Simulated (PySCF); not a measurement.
Isomers of C2H8FPSi2, mass 137.989 u with the commonest isotopes. The calculation used B3LYP/def2-SVPD in PySCF (dipole) on a GFN2-xTB geometry, gas phase. One conformer each, none proved a minimum here; rigid rotors.

Problem. Order these by rotational constant A, largest first.
A. `[F:1]/[C:2](=[CH:3]\[SiH3:4])[SiH2:5][PH2:6]` with F1–C2–Si5–P6 -175°, C2–Si5–P6–H 76° and 169°
B. `[CH2:1]=[CH:2][SiH2:3][PH:4][SiH2:5][F:6]` with C1–C2–Si3–P4 -141°, C2–Si3–P4–Si5 167°, Si3–P4–Si5–F6 -173°
C. `[F:1]/[C:2](=[CH:3]/[SiH3:4])[SiH2:5][PH2:6]` with F1–C2–Si5–P6 108°, C2–Si5–P6–H -74° and -167°
D. `[CH2:1]=[CH:2][SiH2:3][Si@H:4]([F:5])[PH2:6]` with C1–C2–Si3–Si4 7°, C2–Si3–Si4–F5 -56°, Si3–Si4–P6–H 41° and -52°
E. `[F:1][Si@@H:2]([PH2:3])/[CH:4]=[CH:5]/[SiH3:6]` with F1–Si2–P3–H 85° and 177°, F1–Si2–C4–C5 178°
F. `[F:1]/[C:2]([SiH3:3])=[CH:4]\[SiH2:5][PH2:6]` with C2–C4–Si5–P6 84°, C4–Si5–P6–H -169° and -76°
G. `[F:1]/[C:2]([SiH3:3])=[CH:4]/[SiH2:5][PH2:6]` with C2–C4–Si5–P6 77°, C4–Si5–P6–H -74° and -167°

Solution. B (6512 MHz), F (3804 MHz), D (3502 MHz), E (3112 MHz), A (2953 MHz), G (2643 MHz), C (1885 MHz).

Problem. Order these by rotational constant C, smallest first.
A. `[F:1]/[C:2]([SiH3:3])=[CH:4]\[SiH2:5][PH2:6]` with C2–C4–Si5–P6 84°, C4–Si5–P6–H -169° and -76°
B. `[F:1]/[C:2]([SiH3:3])=[CH:4]/[SiH2:5][PH2:6]` with C2–C4–Si5–P6 77°, C4–Si5–P6–H -74° and -167°
C. `[CH2:1]=[CH:2][SiH2:3][PH:4][SiH2:5][F:6]` with C1–C2–Si3–P4 -141°, C2–Si3–P4–Si5 167°, Si3–P4–Si5–F6 -173°
D. `[F:1]/[C:2](=[CH:3]\[SiH3:4])[SiH2:5][PH2:6]` with F1–C2–Si5–P6 -175°, C2–Si5–P6–H 76° and 169°
E. `[F:1]/[C:2](=[CH:3]/[SiH3:4])[SiH2:5][PH2:6]` with F1–C2–Si5–P6 108°, C2–Si5–P6–H -74° and -167°
F. `[CH2:1]=[CH:2][SiH2:3][Si@H:4]([F:5])[PH2:6]` with C1–C2–Si3–Si4 7°, C2–Si3–Si4–F5 -56°, Si3–Si4–P6–H 41° and -52°
G. `[F:1][Si@@H:2]([PH2:3])/[CH:4]=[CH:5]/[SiH3:6]` with F1–Si2–P3–H 85° and 177°, F1–Si2–C4–C5 178°

Solution. G (618.2 MHz), C (631.9 MHz), D (687.0 MHz), A (718.6 MHz), F (770.1 MHz), B (799.5 MHz), E (860.7 MHz).

Problem. Order these by radius of gyration √(Σ m r²/M), largest first.
A. `[F:1]/[C:2]([SiH3:3])=[CH:4]/[SiH2:5][PH2:6]` with C2–C4–Si5–P6 77°, C4–Si5–P6–H -74° and -167°
B. `[F:1]/[C:2]([SiH3:3])=[CH:4]\[SiH2:5][PH2:6]` with C2–C4–Si5–P6 84°, C4–Si5–P6–H -169° and -76°
C. `[CH2:1]=[CH:2][SiH2:3][PH:4][SiH2:5][F:6]` with C1–C2–Si3–P4 -141°, C2–Si3–P4–Si5 167°, Si3–P4–Si5–F6 -173°
D. `[F:1][Si@@H:2]([PH2:3])/[CH:4]=[CH:5]/[SiH3:6]` with F1–Si2–P3–H 85° and 177°, F1–Si2–C4–C5 178°
E. `[F:1]/[C:2](=[CH:3]\[SiH3:4])[SiH2:5][PH2:6]` with F1–C2–Si5–P6 -175°, C2–Si5–P6–H 76° and 169°
F. `[F:1]/[C:2](=[CH:3]/[SiH3:4])[SiH2:5][PH2:6]` with F1–C2–Si5–P6 108°, C2–Si5–P6–H -74° and -167°

Solution. D (2.466 Å), C (2.437 Å), B (2.347 Å), E (2.321 Å), A (2.233 Å), F (2.141 Å).

```csv
SMILES,point group,Ia (u·Å²),Ib (u·Å²),Ic (u·Å²),κ,μa (D),μb (D),μc (D)
F/C([SiH3])=C/[SiH2]P,C1,191.21,552.76,632.10,-0.88,0.55,0.89,1.11
C=C[SiH2][Si@H](F)P,C1,144.30,551.44,656.23,-0.89,1.00,1.49,0.59
C=C[SiH2]P[SiH2]F,C1,77.61,761.29,799.78,-0.99,2.49,0.84,0.39
F[Si@@H](P)/C=C/[SiH3],C1,162.38,697.93,817.49,-0.92,1.64,1.24,0.55
F/C(=C\[SiH3])[SiH2]P,–,171.12,580.31,735.61,-0.84,1.09,0.70,0.37
F/C(=C/[SiH3])[SiH2]P,C1,268.09,409.47,587.18,-0.27,0.34,0.74,0.45
F/C([SiH3])=C\[SiH2]P,C1,132.84,684.12,703.31,-0.99,0.88,0.59,0.68
```
